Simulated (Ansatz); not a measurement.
A structure relaxed at r2SCAN-D4/def2-TZVP in Ansatz, charge 0, singlet:

| atom | x (Å) | y (Å) | z (Å) |
| --- | --- | --- | --- |
| Ag1 | -0.7082 | -0.1588 | 1.4309 |
| Ag2 | 0.6677 | -1.1528 | -0.8942 |
| Te3 | 0.0404 | 1.3117 | -0.5367 |

(1) Give its formula and point group.

(2) Summarise the bond lengths by kind (pairs closer than 1.2 times the sum of covalent radii, bridged metal pairs left out).

Answers

(1) Ag₂Te. Point group C2v (tolerance 0.1 Å).

(2) 2 × Ag–Te 2.57 Å.

In the def2 sets Ag, Te take a core potential; there is no spin–orbit coupling. The structure comes from a short search, and lower isomers may exist.
